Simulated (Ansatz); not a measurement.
C₃H₃N₂, SMILES C1=CN=C[N]1, multiplicity 2.

Geometry optimised at PBE-D3(BJ)/def2-SVP. The isomer is the one that the SMILES or the coordinates give; other isomers of the formula were not compared.

Two levels are set side by side: PBE/def2-SVPD (Ansatz, a program for electronic structure) and CAM-B3LYP/def2-SVPD (Ansatz). Energy differences of separate SCF runs at the same geometry; the states with an electron removed or added have multiplicity 1 and 1. Differences are taken from unrounded values.

| quantity | CAM-B3LYP |
|---|---|
| vertical ionisation energy (eV) | 10.04 |
| vertical electron affinity (eV) | 2.30 |

Problem. What does PBE give, and how far is it from CAM-B3LYP? (Estimate from the structure and the level; the computed values follow.)

Solution. 
```json
[
 {"quantity": "vertical ionisation energy (eV)", "PBE": "10.01", "PBE minus CAM-B3LYP": "-0.03"},
 {"quantity": "vertical electron affinity (eV)", "PBE": "2.36", "PBE minus CAM-B3LYP": "0.05"}
]
```
